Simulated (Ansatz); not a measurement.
C$_{2}$H$_{4}$SSeSi, SMILES `SC1=C[Se][SiH2]1`, relaxed with RKS PBE-D4/def2-SVP in Ansatz from a rough embedded geometry. The force threshold is 0.03 eV/Å; the program also tests the step.

Charge 0, multiplicity 1.

Start:

```xyz
9

S    -1.777    0.890    0.995
C    -0.307    0.369    0.214
C     0.790    1.086   -0.185
Se    1.801   -0.189   -1.192
Si    0.420   -1.296   -0.026
H    -2.518    0.934   -0.247
H     1.029    2.188   -0.073
H    -0.461   -2.158   -0.759
H     1.022   -1.825    1.272
```

Task: How much energy does the relaxation release, and in how many steps? (Best estimate.)

Result: The calculation gave: 89.67 kJ/mol, in 9 steps.

Task: Which bonds change most? (An estimate is asked.)

Result: Computed: Se4–Si5 from 2.119 to 2.333 Å; S1–H6 from 1.447 to 1.365 Å; Si5–H8 from 1.434 to 1.504 Å; C2–Si5 from 1.833 to 1.879 Å.

Task: Give the relaxed structure. (An estimate is asked.)

Result: Computed: 
```xyz
9

S    -1.685    1.282    0.861
C    -0.289    0.499    0.120
C     0.825    1.141   -0.336
Se    2.207   -0.132   -0.858
Si    0.341   -1.264   -0.034
H    -2.627    0.412    0.393
H     1.011    2.228   -0.399
H    -0.359   -2.172   -1.007
H     0.574   -1.994    1.259
```
